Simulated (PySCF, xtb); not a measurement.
C2F3, SMILES FC(=[C]F)F (connectivity only; charge and spin as stated), charge +1, multiplicity 1.

GFN2-xTB in xtb at its own geometry gives an orbital gap of 1.17 eV.

The structure is a stationary point at B3LYP-D3(BJ)/def2-SVP. The spin state was assumed, not searched. The isomer is the one that the SMILES or the coordinates give; other isomers of the formula were not compared.

**Question.** What does CAM-B3LYP/def2-TZVPD run with PySCF give? (An estimate is asked for; the answer gives what the named calculation found.)

**Answer.** gap 7.17 eV (levels -17.15 and -9.97 eV).
